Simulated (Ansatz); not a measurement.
Gas-phase electronic energies from Ansatz, PBE0-D4/def2-TZVP geometries. CCSD(T)/CBS is the MP2 limit (def2-TZVPP, def2-QZVPP) plus CCSD(T) − MP2 in def2-TZVPP, frozen cores. This one scheme is used for every species. DFT in def2-TZVPP. B3LYP here is the variant with VWN-RPA as its local correlation; programs differ in this. Each species was taken in one conformer, which may not be the lowest.

Reaction (ligand exchange at the Si–S bond): `BN(C)[SiH2]S` + H–F → `BN(C)[SiH2]F` + H₂S

CCSD(T)/CBS gives -87.9 kJ/mol.

Q: Another level gave -84.0 kJ/mol. Which?
A. ωB97X-V/def2-TZVPP
B. HF/def2-TZVPP
C. PBE0/def2-TZVPP
D. B3LYP/def2-TZVPP

A: C. PBE0 -84.0, ωB97X-V -93.3, HF/def2-TZVPP -117.6, B3LYP -102.8 kJ/mol.

Largest T1 diagnostic among the species: 0.012.

The D4 term adds +10.0 kJ/mol with B3LYP and +5.5 kJ/mol with PBE0; it sums over pairs of atoms, weighted by their polarisabilities, and B3LYP, whose exchange is more repulsive, gets the larger term. In def2-TZVPP, CCSD(T) changes the Hartree–Fock value by +26.8 kJ/mol (the triples alone add +4.8 kJ/mol) and MP2 by +31.6 kJ/mol.
